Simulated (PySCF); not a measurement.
## Two-component Hartree-Fock for Re³⁺ (rhenium, charge +3)

Start: [Xe] 4f14 5d4; 5d5/2 filled at m_j = -1/2, +1/2, +3/2, +5/2. Calculated with PySCF 2.14 in x2c-TZVPall-2c: generalised Hartree-Fock with the X2C-1e Hamiltonian and a Gaussian nucleus; spin-orbit coupling (SO) screened by Boettger's factors. This is a chosen level, not necessarily the ground level.

```json
{"spinor shell": "1s1/2", "electrons": "2", "ε, screened SO (eV)": "-72075.5", "weight of nominal j (screened SO)": "1.000", "rms radius, screened SO (bohr)": "0.0204"}
{"spinor shell": "2s1/2", "electrons": "2", "ε, screened SO (eV)": "-12662.1", "weight of nominal j (screened SO)": "1.000", "rms radius, screened SO (bohr)": "0.0824"}
{"spinor shell": "2p1/2", "electrons": "2", "ε, screened SO (eV)": "-12095.5", "weight of nominal j (screened SO)": "1.000", "rms radius, screened SO (bohr)": "0.0700"}
{"spinor shell": "2p3/2", "electrons": "4", "ε, screened SO (eV)": "-10650.1", "weight of nominal j (screened SO)": "1.000", "rms radius, screened SO (bohr)": "0.0775"}
{"spinor shell": "3s1/2", "electrons": "2", "ε, screened SO (eV)": "-3017.4", "weight of nominal j (screened SO)": "1.000", "rms radius, screened SO (bohr)": "0.210"}
{"spinor shell": "3p1/2", "electrons": "2", "ε, screened SO (eV)": "-2765.0", "weight of nominal j (screened SO)": "1.000", "rms radius, screened SO (bohr)": "0.202"}
{"spinor shell": "3p3/2", "electrons": "4", "ε, screened SO (eV)": "-2445.9", "weight of nominal j (screened SO)": "1.000", "rms radius, screened SO (bohr)": "0.217"}
{"spinor shell": "3d3/2", "electrons": "4", "ε, screened SO (eV)": "-2026.9", "weight of nominal j (screened SO)": "1.000", "rms radius, screened SO (bohr)": "0.192"}
{"spinor shell": "3d5/2", "electrons": "6", "ε, screened SO (eV)": "-1958.1", "weight of nominal j (screened SO)": "1.000", "rms radius, screened SO (bohr)": "0.196"}
{"spinor shell": "4s1/2", "electrons": "2", "ε, screened SO (eV)": "-686.43", "weight of nominal j (screened SO)": "1.000", "rms radius, screened SO (bohr)": "0.469"}
{"spinor shell": "4p1/2", "electrons": "2", "ε, screened SO (eV)": "-579.91", "weight of nominal j (screened SO)": "1.000", "rms radius, screened SO (bohr)": "0.476"}
{"spinor shell": "4p3/2", "electrons": "4", "ε, screened SO (eV)": "-504.60", "weight of nominal j (screened SO)": "1.000", "rms radius, screened SO (bohr)": "0.509"}
{"spinor shell": "4d3/2", "electrons": "4", "ε, screened SO (eV)": "-329.25", "weight of nominal j (screened SO)": "0.999", "rms radius, screened SO (bohr)": "0.531"}
{"spinor shell": "4d5/2", "electrons": "6", "ε, screened SO (eV)": "-314.87", "weight of nominal j (screened SO)": "0.999", "rms radius, screened SO (bohr)": "0.543"}
{"spinor shell": "5s1/2", "electrons": "2", "ε, screened SO (eV)": "-130.27", "weight of nominal j (screened SO)": "1.000", "rms radius, screened SO (bohr)": "1.11"}
{"spinor shell": "5p1/2", "electrons": "2", "ε, screened SO (eV)": "-95.984", "weight of nominal j (screened SO)": "0.946", "rms radius, screened SO (bohr)": "1.22"}
{"spinor shell": "4f5/2", "electrons": "6", "ε, screened SO (eV)": "-91.512", "weight of nominal j (screened SO)": "0.985", "rms radius, screened SO (bohr)": "0.636"}
{"spinor shell": "4f7/2", "electrons": "8", "ε, screened SO (eV)": "-88.948", "weight of nominal j (screened SO)": "0.986", "rms radius, screened SO (bohr)": "0.640"}
{"spinor shell": "5p3/2", "electrons": "4", "ε, screened SO (eV)": "-82.849", "weight of nominal j (screened SO)": "0.966", "rms radius, screened SO (bohr)": "1.30"}
{"spinor shell": "5d5/2", "electrons": "4", "ε, screened SO (eV)": "-40.146", "weight of nominal j (screened SO)": "0.557", "rms radius, screened SO (bohr)": "1.79"}
```

```json
{"quantity": "E (hartree)", "screened SO": "-16698.89611"}
{"quantity": "M_J", "screened SO": "4"}
{"quantity": "⟨J²⟩", "screened SO": "20.043"}
{"quantity": "⟨L²⟩", "screened SO": "6.949"}
{"quantity": "⟨S²⟩", "screened SO": "5.651"}
```

Each row is a mean over spinors that exchange with the open shell spreads, by up to 7.723 eV (5p3/2).

Rows whose weight is well below 1 are mixtures of j = l ± 1/2: exchange outweighs spin-orbit coupling there, and the label is only the starting occupation.

Breit and QED terms are absent; they matter most for the inner s and p1/2 levels.

Densities and radii are taken from the X2C orbitals without a picture-change correction, which distorts them close to the nucleus.
